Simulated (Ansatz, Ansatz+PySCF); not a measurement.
```xyz
4

C    -0.0078    0.0060   -0.6025
C    -0.0029   -0.0075    0.6102
H     0.0027   -0.0088   -1.6831
H     0.0063    0.0070    1.6826
```

Basis set: def2-SVP (spherical functions). Frozen core: 2 orbitals. Charge 0, multiplicity 3.

Computed with Ansatz (development build ahead of 0.2.0); each method stands on the lowest determinant of its kind that the runs found.

The atomization energy at this shape (free ground-state atoms in the same class of orbitals less the molecule, no zero-point energy) of triplet C₂H₂:

```csv
method,atomization energy
PBE0 (unrestricted),277.71 kcal/mol
UHF-MP2,250.26 kcal/mol
```

What does UHF give?

186.45 kcal/mol. Caution: another spin multiplicity may lie lower; the shape is not the minimum.
